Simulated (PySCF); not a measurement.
Spectrum to structure. Theory: PySCF 2.14.0, density-fitted response routines, TDDFT wB97X-D/def2-SVPD, vertical, gas phase, core orbitals frozen in the response. Geometries: GFN2-xTB, one conformer each.

| state | E (eV) | f | main configurations (H = HOMO, L = LUMO) |
| --- | --- | --- | --- |
| S1 | 4.65 | 0.013 | H→L (94%) |
| S2 | 5.01 | 0.0010 | H-1→L (96%) |
| S3 | 5.38 | 0.013 | H→L+1 (86%) |
| S4 | 6.45 | 0.0063 | H-2→L (42%), H→L+4 (15%), H→L+2 (12%) |
| S5 | 6.48 | 0.017 | H-2→L (40%), H→L+2 (18%), H→L+4 (14%) |
| S6 | 6.83 | 0.052 | H→L+2 (40%), H→L+4 (40%) |
| S7 | 6.91 | 0.272 | H-1→L+1 (65%), H→L+2 (10%) |
| S8 | 7.19 | 0.117 | H→L+5 (60%) |

Triplets computed (Tamm–Dancoff): 3.72, 4.62, 4.66 eV.

**Question.** Which candidate is it? All have the formula C5H11PSi.
A. `C1(/P=C(/[SiH3])C)CC1`
B. `CC(P1C=C1[SiH3])C`
C. `CCC#C[Si@H](C)P`

**Answer.** B. Its S1 lies at 4.65 eV; the nearest of the others has S1 at 4.38 eV. S1 is HOMO→LUMO (94%). Löwdin shares by element: HOMO phosphorus 45%, carbon 43% or more; LUMO carbon 64% or more, silicon 12%, hydrogen 6% or more (atoms not listed hold the other 18%). At the same level the other candidates give, for their lowest levels:
- `CCC#C[Si@H](C)P`: 5.98 eV (f 0.001); 6.16 eV (f 0.064); 6.19 eV (f 0.006); 6.57 eV (f 0.010); 6.84 eV (f 0.010); T1 5.04 eV; HOMO -8.81, LUMO 1.64 eV
- `C/C([SiH3])=P\C1CC1`: 4.38 eV (f 0.016); 5.01 eV (f 0.278); 5.24 eV (f 0.007); 6.67 eV (f 0.008); 6.73 eV (f 0.013); T1 2.68 eV; HOMO -8.67, LUMO 0.06 eV

Shape of the structure used: `[CH3:1][CH:2]([CH3:3])[P:4]1[CH:5]=[C:6]1[SiH3:7]`: C1–C2–P4–C5 -73°.
